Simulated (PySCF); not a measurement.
Species: SbMe2Br, C₂H₆BrSb.
Cartesian coordinates in Å at the PBE0-D3(BJ)/def2-SVP level; atoms count from 1:
```xyz
10
C2H6BrSb angstrom
Sb    -0.191   -0.410    1.240
C      1.549   -0.523   -0.041
H      1.225   -0.679   -1.080
H      2.183   -1.362    0.276
H      2.120    0.415    0.037
C     -1.225    1.037    0.008
H     -2.291    1.035    0.272
H     -1.108    0.774   -1.052
H     -0.808    2.038    0.196
Br    -1.329   -2.401    0.149
```

Computed with PBE0-D3(BJ)/def2-SVP geometry optimisation, gas phase, def2 core potentials past Kr (PySCF).

**Question.** Which atoms are bound to Sb1, and at what distances?

**Answer.** 3 atoms: C2 2.163 Å, C6 2.163 Å, Br10 2.539 Å. The nearest atom not counted as bound is H7, at 2.73 Å (others tie with it).

**Question.** List the angles at Sb1.

**Answer.** 
```
      angle  degrees  distance of the outer atoms (Å)
  C2–Sb1–C6     94.7                             3.18
C6–Sb1–Br10     93.8                             3.44
C2–Sb1–Br10     93.8                             3.44
```

**Question.** What is the shape at Sb1?

**Answer.** Pyramidal: angles 94.7°, 93.8° and 93.8°, sum 282.2°, 1.21 Å off the plane of its three neighbours.

**Question.** What are the other bond lengths?

**Answer.** C2–H3 and 5 like bonds 1.099 Å.

**Question.** What are the rotational constants (commonest isotopes, rigid rotor)?

**Answer.** A = 3672, B = 1241, C = 1159 MHz: a near-prolate asymmetric top.

Point group: near Cs, missed by 0.15 Å at most; the miss may be what the optimiser left on a soft mode. Charge 0, singlet. Stationary, but not proved a minimum.

The run took 66 s on an Arm Neoverse V2 with one thread, shared host with 96 logical CPUs at a one-minute load of 32, and the process peaked at 0.47 GiB of memory. These figures are those of the optimisation.
